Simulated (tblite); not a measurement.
Compound: C7H15BSi.
SMILES with atom numbers: `[CH2:1]=[CH:2][SiH2:3][CH2:4][BH:5][CH:6]1[CH2:7][CH2:8][CH2:9]1` (hydrogens: H10, H11 on C1; H12 on C2; H13, H14 on Si3; H15, H16 on C4; H17 on B5; H18 on C6; H19, H20 on C7; H21, H22 on C8; H23, H24 on C9)

Geometry (GFN2-xTB, Å), atoms numbered from 1 in this order:
```
atom  x, y, z in Å
C1     4.590   -0.326    0.160
C2     3.281   -0.358    0.358
Si3    2.068    0.953   -0.239
C4     0.713    0.138   -1.327
B5    -0.192   -0.758   -0.442
C6    -1.450   -0.178    0.314
C7    -2.727   -1.052    0.392
C8    -3.523    0.051   -0.319
C9    -2.288    0.962   -0.310
H10    5.061    0.488   -0.368
H11    5.255   -1.102    0.510
H12    2.868   -1.205    0.895
H13    2.783    1.947   -1.054
H14    1.463    1.624    0.922
H15    0.182    0.960   -1.805
H16    1.233   -0.416   -2.108
H17    0.094   -1.883   -0.257
H18   -1.102    0.095    1.317
H19   -2.666   -1.992   -0.153
H20   -3.069   -1.261    1.404
H21   -4.378    0.430    0.239
H22   -3.857   -0.224   -1.318
H23   -1.962    1.287   -1.297
H24   -2.391    1.841    0.325
```

Calculated harmonic vibrations of the isolated species, GFN2-xTB (tblite), most abundant isotopes, no scaling. This tight-binding method is rough: wavenumbers can miss measured ones by several per cent, in bad cases by 10 to 20. Modes of hydrogen on boron and silicon can be 10 to 20 % off. One conformer, not necessarily the lowest. The optimisation stopped once no atom felt more than 0.01 eV/Å.

Lowest wavenumbers of the output (negative numbers stand for imaginary wavenumbers):
```
mode    cm-1
  1     -41.7
  2       5.6
  3      25.6
  4      39.8
  5      64.4
  6     122.5
  7     173.9
  8     218.5
  9     295.9
 10     325.4
```

Q: Is this structure a minimum?

A: Not by this Hessian. 1 mode is imaginary beyond 20i (42i cm⁻¹), so at this level the point lies at or near a first-order saddle. The curvature is small, so loose convergence or finite differences may be the whole cause.

Q: Which atoms move in the imaginary mode?

A: 42i: C8 (four-membered-ring carbon) 29 %, H22 (methylene hydrogen) 15 %, H21 (methylene hydrogen) 13 %. These are shares of the mass-weighted motion.

Q: What is the remedy?

A: Step along that mode in both directions, optimise again with tighter thresholds and repeat the frequencies. The zero-point energy of this point (123.2 kcal/mol) counts the 65 real modes alone, and thermal corrections from it aren't those of a minimum.
